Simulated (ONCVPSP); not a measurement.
## Ranking ONCV potentials for O (Z = 8)

All share these settings but for the change named:

- Element: oxygen
- Generator: ONCVPSP 4.0.1
- Type: optimised norm-conserving Vanderbilt (ONCV)
- Functional: PBE
- Relativity: scalar-relativistic
- Frozen core: [He]
- Valence charge: 6
- Reference configuration: 2s2 2p4
- Partial waves: 2s: rc 0.90 bohr, ncon 4, nbas 7, qcut 6.1 1/bohr, 2 projectors, debl 1.2 Ha; 2p: rc 1.25 bohr, ncon 4, nbas 8, qcut 12.1 1/bohr, 2 projectors, debl 1.5 Ha; d scattering state at 0.03 Ha: rc 1.05 bohr, ncon 3, nbas 6, qcut 9.5 1/bohr, 1 projector
- Local potential: polynomial inside 0.60 bohr (lpopt 4, dvloc0 0 Ha)
- Core correction: Teter function, fcfact 5.5, rcfact 1.6

Test errors are all-electron minus pseudo excitation energies from the reference, over 2s2 2p3; 2s2 2p2; 2s2 2p1; 2s1 2p5. None of these files shows a bound ghost.

The base gives 291.2 meV.

Of 7 variants that were run, those that failed, showed a ghost or another fault, or gave nearly equal values are left out.

A variant can come out equal or close to the base, since the largest error may sit in a test that the change hardly touches while other tests move.

(1) Rank these variants by their largest absolute test error, smallest first.
A. core correction Teter function, fcfact 5.5, rcfact 1.72
B. core correction Teter function, fcfact 3.25, rcfact 1.1
C. local potential polynomial inside 0.60 bohr (lpopt 4, dvloc0 4.5 Ha)

Results:

(1) A (257.7 meV), C (291.2 meV), B (370.1 meV).
